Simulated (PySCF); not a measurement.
**Yb(III) with more and more OH**

Computed with PySCF 2.14.0, PBE0, def2-SVP on the ligands, density fitting, scalar-relativistic core potentials, no spin-orbit coupling, vacuum. The metal has lcecp-1-SVP with ECP59. Each complex is relaxed within the symmetry of its template. Distances are means of the shortest metal–ligand contacts, charges and spins Mulliken's; removal energies are rigid, with the ligand's formal charge and no counterpoise, so too large; for an anion taken off a cation in vacuum most of it is the attraction of opposite charges, and multiply charged cations can part far more cheaply with an electron moved from ligand to metal. lcecp potentials hold a fixed number of 4f electrons in the core, out of states, spins and gaps.

Task: Order these by the metal–ligand distance, lowest first.
A. Yb(OH)3
B. [Yb(OH)2]+
C. [Yb(OH)4]−

Result: B (1.915), A (2.001), C (2.084).

Task: What else do they give?

Result: 
| complex | point group | M–OH (Å) | charge on M (e) | dipole (D) | removal of one OH (eV) | strongest infrared band, degenerate modes summed (cm⁻¹) | unstable modes (below −25 cm⁻¹) |
| --- | --- | --- | --- | --- | --- | --- | --- |
| [Yb(OH)2]+ | C2v | 1.915 | 1.38 | – | 18.13 | – | 0 |
| Yb(OH)3 | D3h | 2.001 | 1.05 | 0.01 | 11.54 | 373 | 0 |
| [Yb(OH)4]− | C1 | 2.084 | 0.76 | – | 5.91 | – | not given |

The more ligands, the longer each bond and the weaker the last ligand is held.

Moved off a saddle point of the template and relaxed again: [Yb(OH)4]−. One start shape was tried for each, so a minimum needn't be the lowest isomer.
